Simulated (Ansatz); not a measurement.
Reaction R1 → 2 P1, each structure at its B3LYP-D3(BJ)/def2-TZVP stationary point, reached from a drawn start (curvature not checked).
R1: H2 (SMILES [H][H]), charge 0, multiplicity 1.
P1: H atom, charge 0, multiplicity 2.

P less R. No zero-point or thermal terms.

CBS: X⁻³ extrapolation of the correlation energy, Hartree–Fock from the larger set.

Run with Ansatz (Gaussian basis) for Hartree–Fock, density functionals and correlated methods. All values are computed, each at the level named.

What reaction energy does wB97M-V/def2-TZVPP give?

4.71 eV

What reaction energy does CCSD(T)/cc-pVQZ give?

4.73 eV

Estimate the reaction energy that CCSD(T)/CBS(cc-pVTZ, cc-pVQZ) returns for this input.

4.75 eV

Ansatz is an electronic-structure program.
